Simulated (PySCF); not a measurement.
Compound: C₅HClF₅ (doublet state).
Structure used (GFN2-xTB), in Å, numbered top down from 1:
```
atom  x, y, z in Å
F1    -0.8094   -1.9147   -0.1130
C2    -1.5141   -0.7804   -0.0413
F3    -1.9813   -0.5274   -1.2645
F4    -2.5549   -1.0025    0.7535
C5    -0.6137    0.3781    0.4600
F6    -1.3812    1.4775    0.6371
F7    -0.1875    0.0351    1.7296
C8     0.5025    0.6296   -0.4809
C9     1.8360    1.2065   -0.2215
C10    1.7758   -0.0631   -0.6265
Cl11   2.5345   -1.4828   -0.9775
H12    2.3945    2.0434    0.1191
```

The hyperfine couplings belong to this conformer and change with its torsions.

As a line formula: `FC(F)(F)C(F)(F)[C]1C=C1Cl` [radical].

Method: UKS B3LYP, pcH-1 on C Cl F H, non-relativistic, mean-field spin-orbit, GIAO in PySCF 2.14.0. Geometry: GFN2-xTB, one conformer, isolated molecule. The geometry wasn't refined by DFT: couplings that depend on bond lengths, twists or pyramidal angles can differ widely from those at the functional's own minimum. No stability test was run, so a lower SCF solution isn't excluded.

(1) What are g_iso and the isotropic 13C coupling of C5?

(2) For one electron spin and this one nucleus (I = 1/2, g_N = 1.4048), compare first-order, second-order and exact resonance fields at 3.366 GHz.

(3) What g and a would be read from the two outer exact lines by first-order rules?

(4) What levels remain at zero field?

Answers

(1) g_iso = 2.00281 and a = +89.90 MHz, or +3.207 mT (Mulliken spin population +0.03). 13C makes up about 1.07 % of the natural element, so this concerns labelled samples or satellites.

(2) First order: B = B0 − a·mI with B0 = 120.078 mT. Second order subtracts a²[I(I+1) − mI²]/(2B0). The exact fields come from the Breit–Rabi levels of H = g μB B Sz − g_N μN B Iz + a S·I.

```csv
mI,first order (mT),second order (mT),exact (mT),exact − first order
−1/2,121.682,121.660,121.660,-0.021
+1/2,118.474,118.453,118.453,-0.022
```

(3) Their midpoint, 120.057 mT, gives an apparent g of 2.00316 (true 2.00281), and their distance over 2I an apparent |a| of 3.208 mT (true 3.207).

(4) F = I ± 1/2 = 1 and 0, at a·I/2 = +22.5 MHz and −a(I+1)/2 = -67.4 MHz, that is |a|(I + 1/2) = 89.9 MHz apart; F = 0 lies lower.

Other couplings of abundant isotopes, left aside here: 2 × 19F 74 MHz, 1 × 1H 19 MHz, 3 × 19F 11 MHz.

Class means assume fast exchange of nuclei equivalent by connectivity; if that motion is slow, each nucleus keeps its own coupling. The three 19F nuclei of mean +10.8 MHz run from -1.8 to 32.8 MHz in the frozen geometry. The 19F value of +74.4 MHz is a mean of couplings from 14.3 to 134.5 MHz in this one geometry, not an average over conformers.
